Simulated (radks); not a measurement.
Spherical jellium clusters: N electrons in a uniform positive sphere of charge N and radius rs N^(1/3), rs = 2.71 bohr. Method: non-relativistic Kohn-Sham, exchange-only LDA, spin-polarised, spherical densities; computed with a radial shooting solver with Libxc functionals. Levels are named by radial order and angular momentum (1s, 1p, 1d, 2s, ...), and open shells are averaged over m. Each electron was tried in the lowest free levels, single moves between levels near the top were tried too, and the lowest total energy was kept; such a search can miss a lower state. Energies include the self-energy of the background; IP and EA are vertical (highest electron removed, lowest free level filled), at fixed background; spill-out counts the electrons outside the background radius R, and alpha is the static dipole polarisability from linear response (closed shells only). A dash means not computed or, for alpha, an open shell; in EA it means that no bound solution was reached, which is typical of self-interaction and does not show that the anion is unstable. Real open-shell clusters deform, which this model forbids.

\begin{tabular}{lrrrrrrr}
N & open shells & 2S & E/N (eV) & E(N+1) + E(N-1) - 2E(N) (eV) & IP (eV) & -e(HOMO) (eV) & spill-out (e) \\ \hline
1 & 1s(up 1, down 0) & 1 & -0.192 & - & - & 3.324 & 0.54 \\
2 & none & 0 & -0.474 & 1.438 & 5.763 & 3.443 & 0.78 \\
3 & 1p(up 1, down 0) & 1 & -0.088 & -0.926 & 3.817 & 1.821 & 1.18 \\
4 & 1p(up 2, down 0) & 2 & -0.127 & -0.812 & 4.813 & 2.652 & 1.44 \\
5 & 1p(up 3, down 0) & 3 & -0.312 & 1.018 & 5.416 & 3.228 & 1.62 \\
6 & 1p(up 3, down 1) & 2 & -0.266 & -0.845 & 4.176 & 2.350 & 1.81 \\
7 & 1p(up 3, down 2) & 1 & -0.354 & -0.601 & 4.917 & 2.989 & 1.96 \\
8 & none & 0 & -0.495 & 2.157 & 5.390 & 3.444 & 2.09 \\
9 & 1d(up 1, down 0) & 1 & -0.365 & -0.452 & 3.110 & 1.445 & 2.34 \\
10 & 1d(up 2, down 0) & 2 & -0.307 & -0.416 & 3.618 & 1.924 & 2.55 \\
11 & 1d(up 3, down 0) & 3 & -0.296 & -0.374 & 4.015 & 2.310 & 2.72 \\
12 & 1d(up 4, down 0) & 4 & -0.319 & -0.333 & 4.336 & 2.631 & 2.87 \\
13 & 1d(up 5, down 0) & 5 & -0.364 & 0.384 & 4.603 & 2.903 & 2.99 \\
14 & 1d(up 5, down 0) 2s(up 1, down 0) & 6 & -0.375 & 0.477 & 4.149 & 2.626 & 3.28 \\
15 & 1d(up 5, down 1) 2s(up 1, down 0) & 5 & -0.353 & -0.407 & 3.762 & 2.222 & 3.40 \\
16 & 1d(up 5, down 2) 2s(up 1, down 0) & 4 & -0.359 & -0.398 & 4.109 & 2.555 & 3.51 \\
17 & 1d(up 5, down 4) & 1 & -0.387 & -0.389 & 4.479 & 2.904 & 3.48 \\
18 & none & 0 & -0.434 & 0.109 & 4.695 & 3.127 & 3.58 \\
19 & 2s(up 1, down 0) & 1 & -0.471 & 0.339 & 4.538 & 3.045 & 3.78 \\
20 & none & 0 & -0.487 & 1.240 & 4.216 & 2.807 & 4.03 \\
21 & 1f(up 1, down 0) & 1 & -0.442 & -0.252 & 3.032 & 1.603 & 4.18 \\
22 & 1f(up 2, down 0) & 2 & -0.413 & -0.234 & 3.276 & 1.848 & 4.31 \\
23 & 1f(up 3, down 0) & 3 & -0.396 & -0.217 & 3.490 & 2.065 & 4.43 \\
24 & 1f(up 4, down 0) & 4 & -0.390 & -0.202 & 3.680 & 2.260 & 4.54 \\
25 & 1f(up 5, down 0) & 5 & -0.393 & -0.188 & 3.852 & 2.436 & 4.64 \\
26 & 1f(up 6, down 0) & 6 & -0.402 & -0.175 & 4.006 & 2.597 & 4.73 \\
27 & 1f(up 7, down 0) & 7 & -0.417 & - & 4.147 & 2.744 & 4.82 \\
\end{tabular}

All shells are closed at N = 2, 8, 18, 20 (there: 1s2 1p6 1d10 2s2); the second difference of the energy has clear peaks (12 % above both neighbours; the first and last values, which can be the largest, are not judged, and half-filled shells can peak too) at N = 5, 8, 14, 20.
